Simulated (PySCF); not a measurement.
Species: C₄H₅BCl₂.
Atom-mapped SMILES: `[BH2:1][C@H:2]1[CH2:3][C:4]([Cl:5])=[C:6]1[Cl:7]` (hydrogens: H8, H9 on B1; H10 on C2; H11, H12 on C3)

Computed, not measured: PBE0-D3(BJ)/def2-SVP geometry optimisation, gas phase in PySCF 2.14.0.

What internal coordinates does the optimisation give?

| bond | length (Å) |
| --- | --- |
| B1–C2 | 1.556 |
| C2–C3 | 1.566 |
| C3–C4 | 1.505 |
| C4–Cl5 | 1.701 |
| C4=C6 | 1.342 |
| C6–Cl7 | 1.700 |
| C2–C6 | 1.508 |
| B1–H8, B1–H9 | 1.209 |
| C2–H10 | 1.117 |
| C3–H11 | 1.101 |
| C3–H12 | 1.101 |

Bonds in one row agree within 0.01 Å and their mean is given. A selection of angles:
| angle | degrees |
| --- | --- |
| C2–B1–H8 | 120.5 |
| C2–B1–H9 | 119.7 |
| H8–B1–H9 | 119.5 |
| B1–C2–C3 | 123.5 |
| B1–C2–C6 | 123.6 |
| B1–C2–H10 | 101.0 |
| C3–C2–C6 | 85.7 |
| C3–C2–H10 | 111.4 |
| C6–C2–H10 | 111.8 |
| C2–C3–C4 | 85.7 |
| C2–C3–H11 | 115.3 |
| C2–C3–H12 | 114.5 |
| C4–C3–H11 | 115.6 |
| C4–C3–H12 | 114.8 |
| H11–C3–H12 | 109.5 |
| C3–C4–Cl5 | 131.4 |
| C3–C4–C6 | 94.4 |
| Cl5–C4–C6 | 134.2 |
| C4–C6–Cl7 | 134.6 |
| C2–C6–C4 | 94.1 |
| C2–C6–Cl7 | 131.2 |

Torsions: B1–C2–C3–C4 128° (anticlinal); C2–C3–C4–Cl5 -179° (antiperiplanar); C3–C4–C6–Cl7 -179° (antiperiplanar); B1–C2–C6–C4 -128° (anticlinal).

B1 (three-coordinate boron) is planar (angles 120.5°, 119.7° and 119.5°, sum 359.8°, 0.03 Å off the plane of its three neighbours). The C–C distances run from 1.342 Å (C4=C6, drawn double) to 1.566 Å (C2–C3, drawn single), a spread of 0.224 Å. The 4-membered ring C2–C3–C4–C6 has internal angles of 85.7° to 94.4° (sum 360°, against 360° for a flat polygon); it is planar, 0.00 Å rms from its mean plane, widest ring torsion 0°.

Point group: C1 (no symmetry element, even within 0.4 Å). Whether it is a minimum is left open (no frequencies). The numbers are those of one conformer (H–B1–C2–C3 -144° and 41°).

Hardware: one thread, Intel Xeon Platinum 8375C at 2.90 GHz (x86_64), shared host. Cost: 62 s, 0.53 GiB resident at most. This is the geometry optimisation.
